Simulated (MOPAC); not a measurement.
A run for MOPAC: PM7 on CH6OSi (SMILES CO[SiH3]).

```
PM7 1SCF PRECISE CHARGE=0 THREADS=1
CH6OSi

C      1.34137554 1    -0.25450789 1    -0.15915833 1
O      0.25096116 1    -0.11546609 1     0.73715549 1
Si    -1.28138614 1     0.23433453 1     0.25019942 1
H      2.23389148 1    -0.47531572 1     0.42567838 1
H      1.17340936 1    -1.07403401 1    -0.86550973 1
H      1.51201594 1     0.66755419 1    -0.72443946 1
H     -1.32658741 1     1.53596781 1    -0.46478181 1
H     -2.10643127 1     0.29186349 1     1.47256904 1
H     -1.79724868 1    -0.81039634 1    -0.67171298 1
```

Program output:

```
*******************************************************************************
 **                                                                           **
 **                              MOPAC v23.2.5                                **
 **                                                                           **
 *******************************************************************************
 ** MOPAC's Digital Object Identifier: https://doi.org/10.5281/zenodo.6511958 **
 **                                                                           **
 ** Please cite the open-source release paper for use of this MOPAC version:  **
 ** J. E. Moussa and J. J. P. Stewart (2026)                                  **
 ** MOPAC: An open-source semiempirical molecular orbital program             **
 ** J. Open Source Softw., 11(119), 8025, https://doi.org/10.21105/joss.08025 **
 *******************************************************************************

                              PM7 CALCULATION RESULTS

 *******************************************************************************
 *  PM7        - The PM7 Hamiltonian to be used
 *
 *
 *
 *                 CHARGE ON SYSTEM = 0
 *
 *
 *
 *  PRECISE    - TIGHTER CRITERIA TO BE USED
 *  1SCF       - DO 1 SCF AND THEN STOP
 *  THREADS=1  - MULTI-THREADING NOT USED
 *  T=         - A TIME OF 172800.0 SECONDS REQUESTED
 *  DUMP=N     - RESTART FILE WRITTEN EVERY 7200.0 SECONDS REQUESTED
 *******************************************************************************
PM7 1SCF PRECISE CHARGE=0 THREADS=1
 CH6OSi

   ATOM   CHEMICAL          X               Y               Z
  NUMBER   SYMBOL      (ANGSTROMS)     (ANGSTROMS)     (ANGSTROMS)

     1       C          1.34137554  *  -0.25450789  *  -0.15915833  *
     2       O          0.25096116  *  -0.11546609  *   0.73715549  *
     3      Si         -1.28138614  *   0.23433453  *   0.25019942  *
     4       H          2.23389148  *  -0.47531572  *   0.42567838  *
     5       H          1.17340936  *  -1.07403401  *  -0.86550973  *
     6       H          1.51201594  *   0.66755419  *  -0.72443946  *
     7       H         -1.32658741  *   1.53596781  *  -0.46478181  *
     8       H         -2.10643127  *   0.29186349  *   1.47256904  *
     9       H         -1.79724868  *  -0.81039634  *  -0.67171298  *



          CARTESIAN COORDINATES

    NO.       ATOM           X           Y           Z

     1         C          1.3414     -0.2545     -0.1592
     2         O          0.2510     -0.1155      0.7372
     3        Si         -1.2814      0.2343      0.2502
     4         H          2.2339     -0.4753      0.4257
     5         H          1.1734     -1.0740     -0.8655
     6         H          1.5120      0.6676     -0.7244
     7         H         -1.3266      1.5360     -0.4648
     8         H         -2.1064      0.2919      1.4726
     9         H         -1.7972     -0.8104     -0.6717

 General Reference for PM7:
 "Optimization of Parameters for Semiempirical Methods VI: More Modifications to the
 NDDO Approximations and Re-optimization of Parameters", J. J. P. Stewart, J. Mol. Mod., 1:32, 19 (2013)
 https://link.springer.com/article/10.1007/s00894-012-1667-x

           Empirical Formula: C H6 O Si  =     9 atoms



      MOLECULAR POINT GROUP   :   Cs


      RHF CALCULATION, NO. OF DOUBLY OCCUPIED LEVELS = 10


 -------------------------------------------------------------------------------
 PM7 1SCF PRECISE CHARGE=0 THREADS=1
 CH6OSi



     1SCF WAS SPECIFIED, SO BFGS WAS NOT USED
     SCF FIELD WAS ACHIEVED


                              PM7 CALCULATION
                                                       MOPAC v23.2.5 Linux




          FINAL HEAT OF FORMATION =        -61.01249 KCAL/MOL =    -255.27625 KJ/MOL


          COSMO AREA              =        107.19 SQUARE ANGSTROMS
          COSMO VOLUME            =         94.35 CUBIC ANGSTROMS

          IONIZATION POTENTIAL    =         10.781140 EV
          HOMO LUMO ENERGIES (EV) =        -10.781  0.984
          NO. OF FILLED LEVELS    =         10
          MOLECULAR WEIGHT        =         62.1433         POINT GROUP:  Cs

          MOLECULAR DIMENSIONS (Angstroms)

            Atom       Atom       Distance
            H     8    H     4     4.53023
            H     9    H     7     2.40203
            H     7    H     8     1.87177


          SCF CALCULATIONS        =          1





   ATOM   CHEMICAL          X               Y               Z
  NUMBER   SYMBOL      (ANGSTROMS)     (ANGSTROMS)     (ANGSTROMS)

     1       C          1.34137554  *  -0.25450789  *  -0.15915833  *
     2       O          0.25096116  *  -0.11546609  *   0.73715549  *
     3      Si         -1.28138614  *   0.23433453  *   0.25019942  *
     4       H          2.23389148  *  -0.47531572  *   0.42567838  *
     5       H          1.17340936  *  -1.07403401  *  -0.86550973  *
     6       H          1.51201594  *   0.66755419  *  -0.72443946  *
     7       H         -1.32658741  *   1.53596781  *  -0.46478181  *
     8       H         -2.10643127  *   0.29186349  *   1.47256904  *
     9       H         -1.79724868  *  -0.81039634  *  -0.67171298  *

                             CARTESIAN COORDINATES

   1    C        1.341375540    -0.254507890    -0.159158330
   2    O        0.250961160    -0.115466090     0.737155490
   3   Si       -1.281386140     0.234334530     0.250199420
   4    H        2.233891480    -0.475315720     0.425678380
   5    H        1.173409360    -1.074034010    -0.865509730
   6    H        1.512015940     0.667554190    -0.724439460
   7    H       -1.326587410     1.535967810    -0.464781810
   8    H       -2.106431270     0.291863490     1.472569040
   9    H       -1.797248680    -0.810396340    -0.671712980


           Empirical Formula: C H6 O Si  =     9 atoms



      MOLECULAR POINT GROUP   :   Cs


                  EIGENVALUES
 -29.61096 -24.19643 -18.20541 -15.75492 -15.52792 -15.24080 -12.71023 -12.53400
 -11.35444 -10.78114   0.98386   2.53400   2.57878   3.92150   5.43940   5.51297
   6.09819   7.85716  21.88050  22.03411  22.81265  22.96459  23.97232


              NET ATOMIC CHARGES AND DIPOLE CONTRIBUTIONS

  ATOM NO.   TYPE          CHARGE      No. of ELECS.   s-Pop       p-Pop       d-Pop
    1          C          -0.085411        4.0854     1.06395     3.02146
    2          O          -0.591007        6.5910     1.76752     4.82348
    3         Si           0.181095        3.8189     0.90879     2.71135     0.19877
    4          H           0.136701        0.8633     0.86330
    5          H           0.115196        0.8848     0.88480
    6          H           0.115027        0.8850     0.88497
    7          H           0.035372        0.9646     0.96463
    8          H           0.057647        0.9424     0.94235
    9          H           0.035378        0.9646     0.96462
 DIPOLE           X         Y         Z       TOTAL
 POINT-CHG.    -0.540     0.303    -2.195     2.280
 HYBRID         0.729    -0.189     0.480     0.893
 SUM            0.189     0.114    -1.714     1.729


          ATOMIC ORBITAL ELECTRON POPULATIONS

     Atom    s        px        py        pz      x^2-y^2     xz        z^2       yz        xy
    1  C   1.06395   0.90160   1.11999   0.99987
    2  O   1.76752   1.38292   1.89448   1.54608
    3 Si   0.90879   0.64052   1.03608   1.03475   0.05114   0.05756   0.01703   0.03320   0.03984
    4  H   0.86330
    5  H   0.88480
    6  H   0.88497
    7  H   0.96463
    8  H   0.94235
    9  H   0.96462

 **********************
 *                    *
 * JOB ENDED NORMALLY *
 *                    *
 **********************




 == MOPAC DONE ==
```

The run finished.

Cost: about 0.020 core-seconds (a rough figure).
